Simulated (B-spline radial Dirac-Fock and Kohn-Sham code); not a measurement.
L-shell Coster-Kronig yields, Eu to Ta

Calculated with a B-spline atomic structure program, using one-electron (LDA, Dirac) transition rates at Dirac-Fock energies. Free atoms; xraylib values, which scatter from element to element, in brackets. The last columns say whether the channel that ejects a 3d electron is energetically open in this model; such thresholds shift in solids.

| Z | element | f12 | f13 | f23 | L1-L3M4,5 | L2-L3M4,5 |
| --- | --- | --- | --- | --- | --- | --- |
| 63 | Eu | 0.211 (0.190) | 0.335 (0.300) | 0.163 (0.150) | closed | closed |
| 64 | Gd | 0.212 (0.190) | 0.335 (0.279) | 0.162 (0.149) | closed | closed |
| 65 | Tb | 0.214 (0.182) | 0.336 (0.285) | 0.158 (0.147) | closed | closed |
| 66 | Dy | 0.216 (0.174) | 0.337 (0.290) | 0.156 (0.145) | closed | closed |
| 67 | Ho | 0.217 (0.166) | 0.337 (0.296) | 0.153 (0.143) | closed | closed |
| 68 | Er | 0.218 (0.158) | 0.338 (0.301) | 0.151 (0.142) | closed | closed |
| 69 | Tm | 0.218 (0.150) | 0.338 (0.306) | 0.148 (0.140) | closed | closed |
| 70 | Yb | 0.181 (0.142) | 0.354 (0.312) | 0.146 (0.139) | closed | closed |
| 71 | Lu | 0.182 (0.134) | 0.354 (0.317) | 0.144 (0.138) | closed | closed |
| 72 | Hf | 0.182 (0.126) | 0.354 (0.322) | 0.143 (0.136) | closed | closed |
| 73 | Ta | 0.183 (0.118) | 0.353 (0.328) | 0.141 (0.135) | closed | closed |
